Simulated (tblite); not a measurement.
GeI₂, singlet, geometry from GFN2-xTB; GFN1-xTB run with tblite.

tblite was given this input:
```
$ tblite run mol.xyz --method gfn1 --charge 0 --spin 0 --grad --json tblite.json --no-restart

# file mol.xyz
3

Ge     0.00153259    -0.00969248     1.22657057
I      1.01567043    -1.73555606    -0.38529276
I     -1.01659577     1.74140812    -0.35527815
```

The log (banner, timings and long lists left out):

```
xTB calculator
 | screened Coulomb repulsion
 | Coulomb electrostatics
 |  * isotropic Klopman-Ohno-Mataga-Nishimoto electrostatics
 |  * onsite third-order electrostatics
 | DFT-D3(BJ) dispersion correction

halogen bonding energy    0.0000000000000E+00 Eh
repulsion energy          1.1917987204628E-02 Eh
dispersion energy        -1.4965238160911E-03 Eh
number of electrons       1.8000000000000E+01 e
integral cutoff           4.0000000000000E+01 bohr

------------------------------------------------------------
  cycle        total energy    energy error   density error
------------------------------------------------------------
      1     -9.642039975717  -9.6524614E+00   2.7850356E-01
      2     -9.642587887761  -5.4791204E-04   1.5925236E-01
      3     -9.642988444875  -4.0055711E-04   1.1862407E-01
      4     -9.660154166845  -1.7165722E-02   5.6310910E-02
      5     -9.663206620203  -3.0524534E-03   1.4206421E-02
      6     -9.663348023197  -1.4140299E-04   5.0285366E-04
      7     -9.663347999744   2.3453406E-08   5.0864088E-04
      8     -9.663348238440  -2.3869630E-07   6.3987476E-06
------------------------------------------------------------

electronic energy        -9.6737697018284E+00 Eh
total energy             -9.6633482384399E+00 Eh

Post processing:
 | Mayer-Wiberg bond orders

[Info] Tight-binding results written to 'tblite.txt'
[Info] JSON dump of results written to 'tblite.json'
```
